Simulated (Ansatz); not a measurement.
Basis sets compared for [closo-1-(I)B7H6]2- (B7H6I²⁻). Total charge -2; singlet. Geometry B3LYP-D4/def2-SVPD. Ansatz on 4 threads of Intel Xeon on a shared host; times are rough, and most runs start from earlier orbitals.

Cartesian coordinates in Å:
```
B 0.207 -1.353 0.388
B -0.604 -0.192 1.273
B -0.848 -0.213 -0.498
B 0.397 0.993 -0.938
B -0.487 1.257 0.453
B 1.033 0.259 0.606
B 0.825 -0.620 -0.978
H 0.309 -2.527 0.677
H -1.195 -0.375 2.318
I -2.838 -0.712 -1.666
H 0.662 1.822 -1.784
H -0.977 2.313 0.797
H 2.060 0.517 1.209
H 1.456 -1.169 -1.858
```

In the def2 sets I takes a core potential; there is no spin–orbit coupling. A multiply charged anion in the gas phase is held together partly by the finite basis. At PBE-D4/def2-SVPD, PBE-D4/def2-TZVPD, PBE0-D4/def2-SVPD, PBE0-D4/def2-TZVPD the highest occupied level of the charge -2 singlet lies above zero (up to 2.79 eV). By energy differences it is unbound by 0.41 eV (vertical, against the charge -1 doublet, at BLYP-D4/def2-TZVPD) and held by the finite basis.

```
            level  functions  energy (Eh)  HOMO (eV)  LUMO (eV)  wall time
 PBE-D4/def2-SVPD        223    -474.9521       2.79       5.06        6 s
PBE0-D4/def2-SVPD        223    -475.0284       1.73       5.44        9 s
```

Question: Estimate the rows for PBE-D4/def2-TZVPD, PBE0-D4/def2-TZVPD (with forces).

Answer: 
```json
{"level": "PBE-D4/def2-TZVPD", "functions": "372", "energy (Eh)": "-475.1274", "HOMO (eV)": "2.77", "LUMO (eV)": "4.53", "wall time": "13 s"}
{"level": "PBE0-D4/def2-TZVPD (with forces)", "functions": "372", "energy (Eh)": "-475.2011", "HOMO (eV)": "1.73", "LUMO (eV)": "4.81", "wall time": "35 s"}
```
